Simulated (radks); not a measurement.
Values are calculated unless marked as measured or tabulated.
Task: Coherent X-ray form factor from a spherical all-electron density. Code: a radial shooting solver on a logarithmic mesh with Libxc functionals. Model: Dirac Kohn-Sham, PBE, spin-unpolarised, spherical densities, point nucleus.

| sin(theta)/lambda (1/angstrom) | f0 (electrons) |
|---|---|
| 0.05 | 0.985 |
| 0.1 | 0.942 |
| 0.15 | 0.876 |
| 0.2 | 0.795 |
| 0.25 | 0.707 |
| 0.3 | 0.619 |
| 0.4 | 0.458 |
| 0.5 | 0.331 |
| 0.6 | 0.237 |
| 0.8 | 0.123 |
| 1 | 0.067 |
| 1.25 | 0.034 |
| 1.5 | 0.019 |
| 2 | 0.007 |

The species is in the configuration that NIST lists as its ground one. Which atom or ion scatters so?

Result: The helium ion He+, 1s1. Extrapolating in s^2 from the first two rows gives f0(0) = 1.0, near the electron count 1; among species with that count, the fall with angle is slower the higher Z, and the table is that of Z = 2; from so few rows the species is fixed only to a neighbour or two.
